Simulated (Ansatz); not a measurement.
Process, species as SMILES: NB(Cl)Cl -> Cl[B]Cl + [NH2] (NH2) (the B-N bond at the site shown breaks; other sites are not compared here)
Each molecule is optimised on its own at B3LYP-D3(BJ)/def2-TZVP (Ansatz, a program for electronic structure), one conformer each, not searched for the lowest.

Quantity: bond dissociation energy (electronic energy difference), in eV. Cores are frozen in the correlated levels unless marked. UHF or UKS for open shells. Spin-orbit coupling is left out. No relativistic terms. Basis-set limits of correlation are two-point, X^-3; Hartree-Fock from the larger set.

```json
[
 {"level": "BLYP-D4/def2-TZVPD", "program": "Ansatz + dftd4", "bond dissociation energy (eV)": "5.79"},
 {"level": "BLYP/def2-TZVPD", "program": "Ansatz", "bond dissociation energy (eV)": "5.66"},
 {"level": "PBE0-D3(BJ)/def2-TZVPD", "program": "Ansatz + dftd3", "bond dissociation energy (eV)": "5.95"},
 {"level": "CAM-B3LYP/def2-TZVPD", "program": "Ansatz", "bond dissociation energy (eV)": "5.96"},
 {"level": "B2GP-PLYP-D3(BJ)/def2-TZVPD", "program": "Ansatz + dftd3", "bond dissociation energy (eV)": "6.02"},
 {"level": "MP2/cc-pV(Q+d)Z", "program": "Ansatz", "bond dissociation energy (eV)": "6.33"},
 {"level": "SCS-MP2/6-31G", "program": "Ansatz", "bond dissociation energy (eV)": "6.20"}
]
```

Problem. What does CCSD(T)/CBS(cc-pV(T+d)Z,cc-pV(Q+d)Z) (Ansatz) give?

Solution. 6.11 eV
